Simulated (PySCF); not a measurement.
Ground-state electric properties of a mixed set of molecules.

All values: wB97X-D/def2-SVPD (PySCF) at GFN2-xTB geometries, gas phase, one conformer each. Core orbitals are frozen in the response; Δα² is half the sum of the squared differences of the principal polarisabilities.

Problem. Rank by HOMO energy, lowest first.
A. `C#C[C@]1(F)CC[SiH2]1`
B. `CC(C)C(=O)O`
C. `FCC1=CC=C[SiH2]1`
D. `CC#C[C@]1(F)C[SiH2]1`
E. `C#C[Si@@H]1C[C@@H]1CF`
F. `C#C[C@@H]1C[SiH2][C@H]1F`

Solution. B (-10.03 eV), F (-9.46 eV), A (-9.20 eV), E (-8.70 eV), C (-8.42 eV), D (-8.25 eV).

Problem. Rank by polarisability anisotropy Δα, highest first.
A. `C[Si]1(F)C=CC=C1`
B. `[CH:1]#[C:2][C@@H:3]1[CH2:4][SiH2:5][C@H:6]1[F:7]` with C2–C3–C4–Si5 -134°, C3–C4–Si5–C6 10°, C4–Si5–C6–F7 -126°, C2–C3–C6–Si5 134°
C. `CC#C[C@]1(F)C[SiH2]1`
D. `[CH:1]#[C:2][C@:3]1([F:4])[CH2:5][CH2:6][SiH2:7]1` with C2–C3–C5–C6 -109°, C3–C5–C6–Si7 -11°, C5–C6–Si7–C3 9°, C2–C3–Si7–C6 109°
E. `[CH3:1][CH:2]([CH3:3])[C:4](=[O:5])[OH:6]` with C1–C2–C4–O5 34°, C2–C4–O6–H -178°
F. `[F:1][CH2:2][C:3]1=[CH:4][CH:5]=[CH:6][SiH2:7]1` with F1–C2–C3–C4 -169°

Solution. C (7.55 Å³), B (5.57 Å³), F (4.92 Å³), A (4.43 Å³), D (3.82 Å³), E (1.46 Å³).

All values together:

```
                  SMILES  formula  μ (D)  HOMO (eV)  LUMO (eV)  α (Å³)  Δα (Å³)  electrons  α per electron (Å³)
C#C[C@@H]1C[SiH2][C@H]1F  C5H7FSi   2.03      -9.46       1.42   12.15     5.57         60                0.202
             CC(C)C(=O)O   C4H8O2   1.79     -10.03       2.00    8.31     1.46         48                0.173
   C#C[Si@@H]1C[C@@H]1CF  C5H7FSi   1.88      -8.70       1.16   12.53     4.73         60                0.209
    CC#C[C@]1(F)C[SiH2]1  C5H7FSi   2.34      -8.25       1.41   13.26     7.55         60                0.221
        FCC1=CC=C[SiH2]1  C5H7FSi   1.83      -8.42       0.16   12.13     4.92         60                0.202
    C#C[C@]1(F)CC[SiH2]1  C5H7FSi   2.30      -9.20       1.31   12.15     3.82         60                0.203
        C[Si]1(F)C=CC=C1  C5H7FSi   2.02      -8.64      -0.07   11.48     4.43         60                0.191
```

Conformers: `[CH:1]#[C:2][C@@H:3]1[CH2:4][SiH2:5][C@H:6]1[F:7]` with C2–C3–C4–Si5 -134°, C3–C4–Si5–C6 10°, C4–Si5–C6–F7 -126°, C2–C3–C6–Si5 134°; `[CH3:1][CH:2]([CH3:3])[C:4](=[O:5])[OH:6]` with C1–C2–C4–O5 34°, C2–C4–O6–H -178°; `[CH:1]#[C:2][Si@@H:3]1[CH2:4][C@@H:5]1[CH2:6][F:7]` with C4–C5–C6–F7 -162°; `[F:1][CH2:2][C:3]1=[CH:4][CH:5]=[CH:6][SiH2:7]1` with F1–C2–C3–C4 -169°; `[CH:1]#[C:2][C@:3]1([F:4])[CH2:5][CH2:6][SiH2:7]1` with C2–C3–C5–C6 -109°, C3–C5–C6–Si7 -11°, C5–C6–Si7–C3 9°, C2–C3–Si7–C6 109°.

Problem. How closely does the mean polarisability follow the number of electrons in this set?

Solution. The correlation coefficient is 0.94; α per electron runs from 0.173 to 0.221 Å³.
